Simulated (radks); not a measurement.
Values are calculated unless marked as measured or tabulated.
All-electron atom: Mg XII in 1s1. Code: a radial shooting solver on a logarithmic mesh with Libxc functionals. Model: non-relativistic Kohn-Sham, exchange-only B88, spin-unpolarised, spherical densities, point nucleus; without spin polarisation the odd electron is poorly described.

Radial electron density D(r) = 4 pi r^2 rho(r):

```
   r/bohr * D(r) (the largest magnitude, 6.45, reaches the edge; | marks zero)
 0.008042 |  *
 0.008852 |   *
 0.009744 |   *
  0.01064 |    *
  0.01171 |     *
  0.01289 |      *
  0.01408 |       *
   0.0155 |         *
  0.01706 |          *
  0.01878 |            *
   0.0205 |              *
  0.02257 |                *
  0.02484 |                   *
  0.02735 |                      *
  0.02986 |                         *
  0.03287 |                            *
  0.03618 |                               *
  0.03983 |                                   *
  0.04349 |                                      *
  0.04788 |                                          *
   0.0527 |                                             *
  0.05755 |                                                *
  0.06335 |                                                  *
  0.06973 |                                                    *
  0.07676 |                                                      *
  0.08382 |                                                      *
  0.09226 |                                                     *
   0.1016 |                                                    *
   0.1118 |                                                 *
   0.1221 |                                              *
   0.1344 |                                         *
   0.1479 |                                    *
   0.1615 |                               *
   0.1778 |                         *
   0.1957 |                    *
   0.2154 |               *
   0.2352 |           *
    0.259 |       *
    0.285 |    *
   0.3138 |  *
   0.3426 | *
   0.3771 |*
   0.4151 |*
    0.457 *
    0.499 *
   0.5493 *
   0.6046 *
   0.6603 *
   0.7268 *
```

D(r) has 1 maximum, at r = 0.0838 bohr.
